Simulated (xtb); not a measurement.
C3H7Si (SMILES C1C[SiH]C1), doublet, from a rough starting geometry; GFN2-xTB (xtb).

Here is a job for xtb.
```
$ xtb mol.xyz --gfn 2 --uhf 1 --opt vtight --json

# file mol.xyz
11

C      0.03755836    -0.72607848     0.48521729
C      1.17331621     0.09132360    -0.11856553
Si    -0.07168462     1.33232957    -0.83452218
C     -1.14535164    -0.14194019    -0.30303263
H     -0.11293352    -0.50867831     1.49801704
H      0.19245490    -1.77337208     0.37970509
H      1.78150322    -0.47586274    -0.80917522
H      1.91922654     0.52538511     0.62197453
H     -0.36336266     2.57516081    -0.10801627
H     -2.01752445     0.01306514     0.36050636
H     -1.50737395    -0.82039534    -1.07447307
```

Output, abridged:

```
   ID    Z sym.   atoms
    1    6 C      1, 2, 4
    2   14 Si     3
    3    1 H      5-11

           -------------------------------------------------
          |                Calculation Setup                |
           -------------------------------------------------

molecular fragmentation (1/2 indicates fragments):
11111211211
# atoms in fragment 1/2:     9     2
 fragment masses (1/2) :       69.16        2.02
CMA distance (Bohr)    :   0.870
constraining FC (au)   :  0.0500

           -------------------------------------------------
          |                 G F N 2 - x T B                 |
           -------------------------------------------------

          ...................................................
          :                      SETUP                      :
          :.................................................:
          :  # basis functions                  29          :
          :  # atomic orbitals                  28          :
          :  # shells                           16          :
          :  # electrons                        23          :
          :  max. iterations                   250          :
          :  Hamiltonian                  GFN2-xTB          :
          :  restarted?                      false          :
          :  GBSA solvation                  false          :
          :  PC potential                    false          :
          :  electronic temp.          300.0000000     K    :
          :  accuracy                    1.0000000          :
          :  -> integral cutoff          0.2500000E+02      :
          :  -> integral neglect         0.1000000E-07      :
          :  -> SCF convergence          0.1000000E-05 Eh   :
          :  -> wf. convergence          0.1000000E-03 e    :
          :  Broyden damping             0.4000000          :
          :  net charge                          0          :
          :  unpaired electrons                  1          :
          ...................................................

 iter      E             dE          RMSdq      gap      omega  full diag
   1    -11.7605880 -0.117606E+02  0.396E+00    2.61       0.0  T
   2    -11.7853141 -0.247261E-01  0.228E+00    2.53       1.0  T
   3    -11.7859592 -0.645126E-03  0.123E+00    2.55       1.0  T
   4    -11.7859887 -0.294638E-04  0.474E-01    2.59       1.0  T
   5    -11.7864551 -0.466458E-03  0.317E-01    2.58       1.0  T
   6    -11.7864971 -0.419181E-04  0.830E-02    2.58       1.0  T
   7    -11.7865138 -0.167494E-04  0.316E-02    2.57       1.0  T
   8    -11.7865140 -0.185648E-06  0.982E-03    2.57       3.1  T
   9    -11.7865142 -0.178987E-06  0.316E-03    2.57       9.5  T
  10    -11.7865142 -0.325480E-08  0.139E-03    2.57      21.6  T
  11    -11.7865142 -0.164783E-08  0.421E-04    2.57      71.6  T
  12    -11.7865142 -0.565361E-10  0.769E-05    2.57     392.3  T

   *** convergence criteria satisfied after 12 iterations ***

         :::::::::::::::::::::::::::::::::::::::::::::::::::::
         ::                     SUMMARY                     ::
         :::::::::::::::::::::::::::::::::::::::::::::::::::::
         :: total energy             -11.621185779128 Eh    ::
         :: gradient norm              0.068975099768 Eh/a0 ::
         :: HOMO-LUMO gap              2.574572001537 eV    ::
         ::.................................................::
         :: SCC energy               -11.786510645140 Eh    ::
         :: -> isotropic ES            0.011632808582 Eh    ::
         :: -> anisotropic ES         -0.000831618866 Eh    ::
         :: -> anisotropic XC          0.005284623307 Eh    ::
         :: -> dispersion             -0.006369327800 Eh    ::
         :: repulsion energy           0.165324866011 Eh    ::
         :: add. restraining           0.000000000000 Eh    ::
         :: total charge              -0.000000000000 e     ::
         :::::::::::::::::::::::::::::::::::::::::::::::::::::

      -----------------------------------------------------------
     |                   =====================                   |
     |                        A N C O P T                        |
     |                   =====================                   |
     |               Approximate Normal Coordinate               |
     |                Rational Function Optimizer                |
      -----------------------------------------------------------
      -----------------------------------------------------------
     |                   =====================                   |
     |                        A N C O P T                        |
     |                   =====================                   |
     |               Approximate Normal Coordinate               |
     |                Rational Function Optimizer                |
      -----------------------------------------------------------

          ...................................................
          :                      SETUP                      :
          :.................................................:
          :   optimization level         verytight          :
          :   max. optcycles                   220          :
          :   ANC micro-cycles                  20          :
          :   degrees of freedom                27          :
          :.................................................:
          :   RF solver                   davidson          :
          :   write xtbopt.log                true          :
          :   linear?                        false          :
          :   energy convergence         0.1000000E-06 Eh   :
          :   grad. convergence          0.2000000E-03 Eh/α :
          :   maxmium RF displ.          1.0000000          :
          :   Hlow (freq-cutoff)         0.1000000E-01      :
          :   Hmax (freq-cutoff)         5.0000000          :
          :   S6 in model hess.         20.0000000          :
[...]
 * total energy  :   -11.6261899 Eh     change       -0.1615037E-04 Eh
 * total energy  :   -11.6261938 Eh     change       -0.3919353E-05 Eh
 * total energy  :   -11.6261957 Eh     change       -0.1866861E-05 Eh
 * total energy  :   -11.6261982 Eh     change       -0.2467369E-05 Eh
 * total energy  :   -11.6262002 Eh     change       -0.1987969E-05 Eh
 * total energy  :   -11.6262013 Eh     change       -0.1162219E-05 Eh
 * total energy  :   -11.6262020 Eh     change       -0.6914245E-06 Eh
 * total energy  :   -11.6262024 Eh     change       -0.4122403E-06 Eh
 * total energy  :   -11.6262027 Eh     change       -0.3083843E-06 Eh
 * total energy  :   -11.6262030 Eh     change       -0.2627219E-06 Eh
 * total energy  :   -11.6262032 Eh     change       -0.2082746E-06 Eh
 * total energy  :   -11.6262034 Eh     change       -0.1455678E-06 Eh
 * total energy  :   -11.6262035 Eh     change       -0.9631860E-07 Eh
   *** GEOMETRY OPTIMIZATION CONVERGED AFTER 16 ITERATIONS ***
[...]
         :: total energy             -11.626203452602 Eh    ::
         :: gradient norm              0.000022562209 Eh/a0 ::
         :: HOMO-LUMO gap              2.621429489904 eV    ::
         ::.................................................::
         :: SCC energy               -11.783010989182 Eh    ::
         :: -> isotropic ES            0.011484121861 Eh    ::
         :: -> anisotropic ES         -0.000494406197 Eh    ::
         :: -> anisotropic XC          0.005586341157 Eh    ::
         :: -> dispersion             -0.006369553136 Eh    ::
         :: repulsion energy           0.156807536580 Eh    ::
         :: add. restraining           0.000000000000 Eh    ::
         :: total charge              -0.000000000000 e     ::
         :::::::::::::::::::::::::::::::::::::::::::::::::::::

           -------------------------------------------------
          |                Property Printout                |
           -------------------------------------------------

    * Orbital Energies and Occupations

         #    Occupation            Energy/Eh            Energy/eV
      -------------------------------------------------------------
         1        2.0000           -0.7013365             -19.0843
         2        2.0000           -0.5845207             -15.9056
         3        2.0000           -0.5660459             -15.4029
         4        2.0000           -0.5262265             -14.3194
         5        2.0000           -0.5001140             -13.6088
         6        2.0000           -0.4786755             -13.0254
         7        2.0000           -0.4560206             -12.4090
         8        2.0000           -0.4381221             -11.9219
         9        2.0000           -0.4211916             -11.4612
        10        2.0000           -0.3924913             -10.6802
        11        2.0000           -0.3740364             -10.1780
        12        1.0000           -0.2850578              -7.7568 (HOMO)
        13                         -0.1887220              -5.1354 (LUMO)
        14                         -0.1536497              -4.1810
        15                         -0.0963267              -2.6212
        16                         -0.0627103              -1.7064
        17                         -0.0249861              -0.6799
        18                          0.1062841               2.8921
        19                          0.1166971               3.1755
        20                          0.1449069               3.9431
        21                          0.1811745               4.9300
        22                          0.2197315               5.9792
        23                          0.2252465               6.1293
       ...                                ...                  ...
        28                          0.6614725              17.9996
      -------------------------------------------------------------
                  HL-Gap            0.0963358 Eh            2.6214 eV
             Fermi-level           -0.2832185 Eh           -7.7068 eV

     #   Z          covCN         q      C6AA      α(0)
     1   6 C        4.135    -0.050    21.389     6.569
     2   6 C        3.716    -0.150    23.540     6.932
     3  14 Si       2.999     0.367   173.702    28.745
     4   6 C        3.716    -0.150    23.540     6.932
     5   1 H        0.924     0.007     2.933     2.678
     6   1 H        0.924     0.010     2.884     2.656
     7   1 H        0.925     0.013     2.839     2.635
     8   1 H        0.925     0.004     2.985     2.702
     9   1 H        0.917    -0.069     4.596     3.353
    10   1 H        0.925     0.004     2.985     2.702
    11   1 H        0.925     0.013     2.839     2.635

 Mol. C6AA /au·bohr⁶  :       1548.495874
 Mol. C8AA /au·bohr⁸  :      51958.355540
 Mol. α(0) /au        :         68.538265

Wiberg/Mayer (AO) data.
largest (>0.10) Wiberg bond orders for each atom

 ---------------------------------------------------------------------------
     #   Z sym  total        # sym  WBO       # sym  WBO       # sym  WBO
 ---------------------------------------------------------------------------
     1   6 C    3.995 --     2 C    1.025     4 C    1.025     5 H    0.987
                             6 H    0.980
     2   6 C    3.974 --     1 C    1.025     7 H    0.988     8 H    0.988
                             3 Si   0.879
     3  14 Si   2.649 --     9 H    0.886     4 C    0.879     2 C    0.879
     4   6 C    3.974 --     1 C    1.025    11 H    0.988    10 H    0.988
                             3 Si   0.879
     5   1 H    1.000 --     1 C    0.987
     6   1 H    1.000 --     1 C    0.980
     7   1 H    1.000 --     2 C    0.988
     8   1 H    1.000 --     2 C    0.988
     9   1 H    0.994 --     3 Si   0.886
    10   1 H    1.000 --     4 C    0.988
    11   1 H    1.000 --     4 C    0.988
 ---------------------------------------------------------------------------

Topologies differ in total number of bonds
Writing topology from bond orders to xtbtopo.mol

molecular dipole:
                 x           y           z       tot (Debye)
 q only:       -0.030       0.588      -0.534
   full:       -0.020       0.116       0.075       0.354
molecular quadrupole (traceless):
                xx          xy          yy          xz          yz          zz
 q only:       -2.000      -0.190       0.721       0.001      -2.014       1.279
  q+dip:       -0.797      -0.315       0.484      -0.326       1.938       0.314
   full:       -0.381      -0.170       0.548      -0.102       0.672      -0.167

optimized geometry written to: xtbopt.xyz

           -------------------------------------------------
          | TOTAL ENERGY              -11.626203452602 Eh   |
          | GRADIENT NORM               0.000022562209 Eh/α |
          | HOMO-LUMO GAP               2.621429489904 eV   |
           -------------------------------------------------

normal termination of xtb
```
